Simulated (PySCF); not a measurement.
**Exercise with solution: refractive index and permittivity of the vapour**

C3HF4, SMILES FC(F)(F)/[C]=C/F, multiplicity 2.

Geometry optimised at B3LYP-D3(BJ)/def2-SVP. The isomer is the one that the SMILES or the coordinates give; other isomers of the formula were not compared.

PBE/def2-TZVP in PySCF gives a mean static polarisability of 39.8 bohr³ and a dipole moment of 1.36 D. Take an ideal gas at 298.15 K and 0.1 bar, whether or not the substance is that volatile.

Question: Work out n − 1 in the optical limit and the static ε − 1.

Answer: 
Polarisability volume α' = 39.8 × 0.148185 = 5.90 Å³. Number density N = p/kT = 2.43e-6 Å⁻³.
Dilute limit of Lorentz–Lorenz: n − 1 = 2π N α' = 9.0e-5.
Orientation term of Debye: μ²/(3kT) = 8.098 Å³ × μ²(D²) = 14.98 Å³.
ε − 1 = 4π N (α' + μ²/3kT) = 0.00064. Orientation of the dipole supplies 72 % of the static response; it can't follow optical fields. Vibrational polarisation and dispersion are left out.
